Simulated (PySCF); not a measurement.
# TlO: energy against distance

Set-up: basis Tl def2-SVPD with ECP60, O def2-SVPD; scalar-relativistic core potentials; PySCF 2.14. Energies in eV from Tl + O in their ground configurations at the same level. State: ²Π (doublet), unpaired electrons π ↑.

All columns are r²SCAN. A positive dipole means Tl(−)O(+).

```
R (Å)  E (eV)  μ (D)  Mulliken charge on Tl (basis-dependent)  HOMO (eV)  LUMO (eV)  Mayer bond order  ⟨S²⟩
1.915  -2.559  -1.85                                     0.57      -5.76      -5.05              0.44  0.76
2.004  -3.018  -2.46                                     0.57      -5.82      -4.68              0.48  0.76
2.093  -3.266  -3.04                                     0.57      -5.81      -4.34              0.52  0.76
2.160  -3.353  -3.46                                     0.58      -5.76      -4.10              0.54  0.76
2.227  -3.376  -3.87                                     0.59      -5.70      -3.89              0.55  0.76
2.294  -3.352  -4.27                                     0.59      -5.49      -3.70              0.56  0.76
2.383  -3.266  -4.78                                     0.61      -5.24      -3.48              0.57  0.76
2.494  -3.103  -5.38                                     0.62      -4.96      -3.25              0.57  0.77
2.628  -2.863  -6.05                                     0.64      -4.68      -3.07              0.58  0.77
2.806  -2.520  -6.84                                     0.64      -4.37      -2.96              0.58  0.79
```

A fit through these points gives, at Re = 2.223 Å, μ = -3.85 D and dμ/dR = -6.05 D/Å; the reduced mass is 14.84 u.

Task: How strong is the fundamental in the double-harmonic approximation, I = 42.26·(dμ/dR)²/μred km/mol?

Result: I = 42.26·(-6.05)²/14.84 = 104 km/mol at r²SCAN.

These are scalar-relativistic numbers at best; spin–orbit coupling would shift them, the dissociation energy most. The state is the lowest determinant that a PBE0 search found; another state may lie lower at other levels.
